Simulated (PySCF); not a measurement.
Electron correlation in Ca (calcium, neutral)

[Ar] 4s1 5s1, high-spin 3S determinant (an excited configuration). Calculation: PySCF 2.14, in aug-cc-pwCVTZ-X2C with one added diffuse shell each of s, p, d, f type (10s9p7d4f, 100 functions); the spin-free X2C one-electron Hamiltonian (Gaussian nucleus). Frozen: [Ar]; 2 electrons correlated.

Total MP2 correlation energy: -2.05 mhartree.

Same-spin part -2.05 and opposite-spin part 0.00 mhartree; SCS-MP2 scales them by 1/3 and 6/5 to -0.68 mhartree.
